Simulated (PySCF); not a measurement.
Geometries of 2 isomers of C6H8OS, from PySCF 2.14.0, PBE0-D3(BJ)/def2-SVP geometry optimisation, gas phase. One conformer each, no zero-point energy, no frequencies.

**Question.** Which isomer lies lower at this level?
A.
```xyz
16
angstrom
C     -2.328    0.803    0.777
O     -2.010   -0.260   -0.071
C     -0.987   -1.082    0.413
C      0.349   -0.399    0.486
C      1.025    0.228   -0.532
C      2.249    0.814   -0.108
C      2.484    0.626    1.229
S      1.211   -0.250    1.973
H     -1.474    1.491    0.925
H     -2.659    0.448    1.773
H     -3.154    1.361    0.313
H     -0.929   -1.930   -0.287
H     -1.245   -1.496    1.409
H      0.641    0.269   -1.553
H      2.934    1.349   -0.767
H      3.342    0.953    1.815
```
B.
```xyz
16
angstrom
C      2.427    0.974    0.112
S      2.022   -0.107   -1.275
C      0.807   -1.214   -0.476
C     -0.527   -0.618   -0.246
C     -1.718   -0.712   -0.910
C     -2.635    0.137   -0.214
C     -1.930    0.680    0.817
O     -0.658    0.228    0.804
H      3.161    1.702   -0.263
H      1.541    1.513    0.476
H      2.882    0.408    0.939
H      0.706   -2.070   -1.158
H      1.238   -1.587    0.467
H     -1.913   -1.314   -1.795
H     -3.682    0.316   -0.449
H     -2.187    1.372    1.614
```

**Answer.** B. That is `CSCc1ccco1`, 3.9 kcal/mol below the other.

| SMILES | atoms numbered as above | E (Eh) | relative (kcal/mol) | relative (kJ/mol) | dipole (D) |
| --- | --- | --- | --- | --- | --- |
| CSCc1ccco1 | [CH3:1][S:2][CH2:3][c:4]1[cH:5][cH:6][cH:7][o:8]1 | -706.01209 | 0.0 | 0.0 | 1.27 |
| COCc1cccs1 | [CH3:1][O:2][CH2:3][c:4]1[cH:5][cH:6][cH:7][s:8]1 | -706.00583 | 3.9 | 16.4 | 0.91 |
